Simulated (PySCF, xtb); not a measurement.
Cl₃FTi, SMILES [F][Ti]([Cl])([Cl])[Cl], multiplicity 1.

Harmonic wavenumbers (cm⁻¹) from GFN2-xTB (xtb) at its own minimum, in rising order: 123, 123, 131, 141, 141, 360, 446, 446, 627.

Task: What does PySCF with ωB97X-D3(BJ)/def2-SVP give at its own minimum? (An estimate is asked for; the answer gives what the named calculation found.)

Result: 124, 124, 145, 183, 183, 431, 527, 527, 834. Paired by order, the mean absolute difference is 60 cm⁻¹ and the zero-point energies are 3.6 and 4.4 kcal/mol.
